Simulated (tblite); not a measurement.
Compound: C9H12O.
SMILES with atom numbers: `[CH3:1][CH2:2][c:3]1[cH:4][cH:5][c:6]([CH3:7])[cH:8][c:9]1[OH:10]` (hydrogens: H11, H12, H13 on C1; H14, H15 on C2; H16 on C4; H17 on C5; H18, H19, H20 on C7; H21 on C8; H22 on O10)

A start from a force field or distance geometry was refined with tblite 0.8.0, GFN2-xTB geometry optimisation, gas phase. Values at the start:

```
coordinate    start
     C1–C2  1.506 Å
    C1–H11  1.092 Å
     C2–C3  1.521 Å
    C2–H14  1.096 Å
     C3–C4  1.404 Å
     C3–C9  1.396 Å
     C4–C5  1.395 Å
    C4–H16  1.090 Å
     C5–C6  1.399 Å
    C5–H17  1.092 Å
     C6–C7  1.506 Å
    C7–H18  1.091 Å
     C8–C9  1.398 Å
    C8–H21  1.080 Å
    C9–O10  1.369 Å
   O10–H22  0.971 Å
  C1–C2–C3   112.3°
  C2–C3–C4   119.2°
  C2–C3–C9   121.7°
  C3–C4–C5   120.1°
  C4–C3–C9   119.0°
  C5–C6–C7   120.1°
  C5–C6–C8   119.4°
  C6–C8–C9   120.2°
```

**Question.** How do these coordinates change at the GFN2-xTB level?

**Answer.** 
```csv
coordinate,GFN2-xTB (Å or °),change
C1–C2,1.529,+0.023
C2–C3,1.501,-0.020
C3–C4,1.385,-0.019
C5–H17,1.080,-0.012
C5–C6,1.387,-0.012
C4–C5,1.384,-0.011
C8–C9,1.387,-0.011
C4–H16,1.081,-0.009
O10–H22,0.964,-0.007
C6–C7,1.499,-0.007
C1–H11,1.087,-0.005
C2–H14,1.092,-0.004
C7–H18,1.087,-0.004
C8–H21,1.084,+0.004
C9–O10,1.366,-0.003
C3–C9,1.398,+0.002
C2–C3–C4,121.6,+2.4
C3–C4–C5,121.6,+1.5
C1–C2–C3,110.8,-1.5
C2–C3–C9,120.4,-1.3
C4–C3–C9,118.0,-1.0
C5–C6–C7,121.2,+1.1
C5–C6–C8,118.4,-1.0
C6–C8–C9,121.2,+1.0
```

The energy falls by 1.8 kcal/mol over 42 L-BFGS steps, the largest force on an atom goes from 1.03 to 0.010 eV/Å, and the atoms move by 0.037 Å rms after alignment. The bond that changes most is C1–C2 (methyl carbon to benzylic-type carbon), which lengthens by 0.023 Å. Bonds longer at the end by more than 0.005 Å: 1 of 22; shorter: 13. Rotational constants go from 2545, 918.9, 721.6 to 2584, 926.9, 730.8 MHz.

GFN2-xTB frequencies show an imaginary mode (37i cm⁻¹), so the point is no minimum at that level. 2 starts were optimised and ended at 0.00 and 1.79 kcal/mol (GFN2-xTB); the lowest of these is shown.

Conformer computed: `[CH3:1][CH2:2][c:3]1[cH:4][cH:5][c:6]([CH3:7])[cH:8][c:9]1[OH:10]`: C1–C2–C3–C4 94°, H–O10–C9–C8 1°.
